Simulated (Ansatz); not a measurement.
Geometry optimisation, Ansatz, RHF/def2-SVP.

The input (input.yaml):

```yaml
crystal:
  periodic: [false, false, false]
  atoms:
    - { symbol: B, position_ang: [0.023859, 0.463461, -0.291795] }
    - { symbol: H, position_ang: [-0.290945, 0.640822, 0.842152] }
    - { symbol: F, position_ang: [1.256169, 0.629455, -0.69133] }
    - { symbol: F, position_ang: [-0.886776, 0.197954, -1.194532] }
    - { symbol: "N", position_ang: [-0.049273, -1.915488, 1.072109] }
    - { symbol: H, position_ang: [-0.75138, -2.609848, 0.886645] }
    - { symbol: C, position_ang: [1.004347, -2.426714, 1.922434] }
    - { symbol: H, position_ang: [1.483829, -3.27521, 1.433886] }
    - { symbol: H, position_ang: [1.763306, -1.656999, 2.06451] }
    - { symbol: H, position_ang: [0.660193, -2.750046, 2.910428] }
    - { symbol: H, position_ang: [-0.51703, -1.104587, 1.496195] }
basis:
  gaussian: { orbitals: def2-SVP }
hamiltonian:
  xc: hf
relax:
  f_tol: 0.03
  max_steps: 50
output:
  orbitals: {}
```

Run as:

```bash
$ ansatz run input.yaml --threads 2 --pin off --max-ram 3072MiB --backend cpu --events-out ev --progress --plain --runs-dir out
```

Problem. Where does it end, and by what steps?

Solution. It converged. After 18 steps the energy has fallen by 0.823 eV; F3 moved furthest, 1.24 Å. Joined: B1–N5 (2.74 → 1.67 Å).

```csv
step,energy less start (eV),largest force component (eV/Å),accepted
0,0.0000,1.299,yes
1,-0.0885,0.816,yes
2,-0.1377,0.851,yes
3,-0.1808,0.614,yes
4,-0.2366,0.477,yes
5,-0.2716,0.310,yes
6,-0.3367,0.841,yes
7,-0.4435,0.629,yes
8,-0.6464,1.183,yes
9,-0.7045,1.101,yes
10,-0.7584,0.424,yes
11,-0.7768,0.225,yes
12,-0.7875,0.190,yes
13,-0.8099,0.170,yes
14,-0.8205,0.054,yes
15,-0.8217,0.186,yes
16,-0.8203,0.259,no
17,-0.8231,0.059,yes
18,-0.8234,0.013,yes
```

```xyz
11
Properties=species:S:1:pos:R:3
B 0.112 -0.198 0.095
H 0.427 0.679 0.876
F 1.105 -0.602 -0.759
F -1.091 -0.010 -0.536
N -0.176 -1.561 1.025
H -0.499 -2.266 0.379
C 0.974 -2.043 1.795
H 1.783 -2.263 1.106
H 1.297 -1.257 2.474
H 0.721 -2.935 2.367
H -0.957 -1.351 1.628
```

Time of the run: 25 s on 2 threads of Arm Neoverse V2, with other jobs on the host, peak memory 0.18 GiB.
